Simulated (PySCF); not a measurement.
Sn(H)(Br)2(OH) (Br₂H₂OSn), SMILES [SnH]([Br])([Br])[OH].

The structure is a stationary point at PBE0-D3(BJ)/def2-SVP. The structure was generated by enumeration; whether it is a known compound was not checked. The def2 effective core potentials stand for the cores of Sn; spin–orbit coupling is left out. Other conformers were not sampled.

These are TDA-ωB97X/def2-SVPD (PySCF) values and carry that method's errors.

Vertical excitations. Gas-phase values at a fixed geometry. State labels are in the subgroup Cs.

```tsv
state	symmetry	energy (eV)	λ (nm)	f	main pairs
S1	A"	5.49	226	0.017	HOMO→LUMO 85 %
S2	A"	5.64	220	0.011	HOMO−1→LUMO 84 %
S3	A'	5.75	216	0.040	HOMO−2→LUMO 90 %
S4	A'	5.87	211	0.033	HOMO−3→LUMO 86 %
S5	A"	6.41	194	0.136	HOMO−4→LUMO 75 %
S6	A'	7.36	169	0.079	HOMO−5→LUMO 48 %, HOMO→LUMO+2 31 %, HOMO−3→LUMO 7 %
S7	A"	7.45	166	0.062	HOMO−6→LUMO 27 %, HOMO−1→LUMO+1 26 %, HOMO→LUMO+1 15 %, HOMO−4→LUMO+1 12 %
S8	A"	7.70	161	0.006	HOMO→LUMO+1 51 %, HOMO−1→LUMO+1 27 %, HOMO−2→LUMO+2 9 %
S9	A'	7.74	160	0.004	HOMO−1→LUMO+2 33 %, HOMO−2→LUMO+1 19 %, HOMO→LUMO+2 13 %, HOMO−3→LUMO+1 10 %
S10	A'	7.80	159	0.011	HOMO−2→LUMO+1 52 %, HOMO−1→LUMO+2 11 %, HOMO−4→LUMO+2 9 %, HOMO−7→LUMO 8 %
T1	A"	4.98	249	0	HOMO→LUMO 90 %
T2	A'	5.16	240	0	HOMO−2→LUMO 89 %
T3	A"	5.17	240	0	HOMO−1→LUMO 88 %
T4	A'	5.30	234	0	HOMO−3→LUMO 87 %
```
Triplets are in the Tamm–Dancoff approximation.
